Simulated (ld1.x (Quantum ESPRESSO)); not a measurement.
gold, ultrasoft: configuration errors across variants

Au, ultrasoft, made with ld1.x (Quantum ESPRESSO) 7.5 (PBE, scalar-relativistic). Core [Xe] 4f14, reference 5d10 6s1 6p0. Waves: 6s (bound): rcut 2.00, rcutus 2.75 bohr; 6s channel at -0.1 Ry: rcut 2.00, rcutus 2.75 bohr; 6p (bound, empty): rcut 1.00, rcutus 1.35 bohr; 6p channel at 0.25 Ry: rcut 1.00, rcutus 1.35 bohr; 5d (bound): rcut 1.80, rcutus 2.00 bohr; 5d channel at 3 Ry: rcut 1.80, rcutus 2.00 bohr. Local part: all-electron potential smoothed inside 1.45 bohr (lloc = -1). Core correction: none. Augmentation charge: PSQ, inside the norm-conserving radii.

All-electron excitation energies from the reference (eV): (1) 5d10 6s0 6p0 9.409; (2) 5d9 6s0 6p0 30.617; (3) 5d8 6s0 6p0 64.494; (4) 5d7 6s0 6p0 112.206; (5) 5d9 6s2 6p0 1.693.

The overlap operator is not positive definite (basis up to 400 Ry) in “base”, “waves 6p (bound): rcut 1.00, rcutus 1.92 bohr; 6p channel at 0.25 Ry: rcut 1.00, rcutus 1.92 bohr”, “waves 6s (bound): rcut 2.00, rcutus 3.50 bohr; 6s channel at -0.1 Ry: rcut 2.00, rcutus 3.50 bohr”, “all radii scaled by about 1.03 (s 2.84, p 1.40, d 2.06 bohr, rcut 2.06/1.02/1.86); local potential all-electron potential smoothed inside 1.50 bohr (lloc = -1)”, “local potential all-electron potential smoothed inside 1.25 bohr (lloc = -1)”, “all radii scaled by about 1.07 (s 2.94, p 1.44, d 2.14 bohr, rcut 2.14/1.06/1.92); local potential all-electron potential smoothed inside 1.54 bohr (lloc = -1)”. Such files are unfit for use, however small their errors in these radial tests.

Tests that are not counted but printed errors over 1 eV. “base”: 5d10 6s0 6p1 (solver errors, printed error -2.3 eV); 5d9 6s1 6p1 (solver errors, printed error -2.5 eV). “waves 6p (bound): rcut 1.00, rcutus 1.92 bohr; 6p channel at 0.25 Ry: rcut 1.00, rcutus 1.92 bohr”: 5d10 6s0 6p1 (solver errors, printed error -2.3 eV); 5d9 6s1 6p1 (solver errors, printed error -2.5 eV). “waves 6s (bound): rcut 2.00, rcutus 3.50 bohr; 6s channel at -0.1 Ry: rcut 2.00, rcutus 3.50 bohr”: 5d10 6s0 6p1 (solver errors, printed error -2.3 eV); 5d9 6s1 6p1 (solver errors, printed error -2.5 eV). “all radii scaled by about 1.03 (s 2.84, p 1.40, d 2.06 bohr, rcut 2.06/1.02/1.86); local potential all-electron potential smoothed inside 1.50 bohr (lloc = -1)”: 5d10 6s0 6p1 (solver errors, printed error -2.3 eV); 5d9 6s1 6p1 (solver errors, printed error -2.4 eV). “local potential all-electron potential smoothed inside 1.25 bohr (lloc = -1)”: 5d10 6s0 6p1 (solver errors, printed error -2.3 eV); 5d9 6s1 6p1 (solver errors, printed error -2.5 eV).

3 further variants failed, have other tests or another functional or relativity, and are left out.

A true bound ghost makes a file unfit for plane-wave use even where its test errors are small: the radial tests pick states by their node count and pass the ghost by. Where a test does run into it, the solver fails or the error is huge.

Errors AE − PS in meV (a dash: test not solved or not reliable):

```tsv
change	(1)	(2)	(3)	(4)	(5)	bound ghosts
base	-1.5	+77	+259	+202	+24	s, p (d not tested, overlap not positive)
waves 6p (bound): rcut 1.00, rcutus 1.92 bohr; 6p channel at 0.25 Ry: rcut 1.00, rcutus 1.92 bohr	-1.5	+77	+259	+202	+24	s, p (d not tested, overlap not positive)
waves 6s (bound): rcut 2.00, rcutus 3.50 bohr; 6s channel at -0.1 Ry: rcut 2.00, rcutus 3.50 bohr	-6.8	+76	+271	+241	+19	p (s, d not tested, overlap not positive)
all radii scaled by about 1.03 (s 2.84, p 1.40, d 2.06 bohr, rcut 2.06/1.02/1.86); local potential all-electron potential smoothed inside 1.50 bohr (lloc = -1)	-7.4	+219	+997	+1081	+125	p (s, d not tested, overlap not positive)
local potential all-electron potential smoothed inside 1.25 bohr (lloc = -1)	-2.3	+64	+174	+22	+7.4	p (s, d not tested, overlap not positive)
waves 5d (bound): rcut 1.20, rcutus 1.28 bohr; 5d channel at 3 Ry: rcut 1.20, rcutus 1.28 bohr	+8.2	+19	-44	-261	-13	s, p
wave 5d channel at 3 Ry: rcut 1.80, rcutus 2.00 bohr becomes 5d channel at 0.15 Ry: rcut 1.80, rcutus 2.00 bohr	–	–	–	–	–	s, p
all radii scaled by about 1.07 (s 2.94, p 1.44, d 2.14 bohr, rcut 2.14/1.06/1.92); local potential all-electron potential smoothed inside 1.54 bohr (lloc = -1)	-19	+10	-225	-1018	-135	not determined (overlap not positive)
```

Problem. Give the same row for: local potential all-electron potential smoothed inside 2.04 bohr (lloc = -1).

Solution. -5.3, +16, -169, -893, –; bound ghosts: p. Not counted: 5d10 6s0 6p1 (solver errors, printed error -2.3 eV).
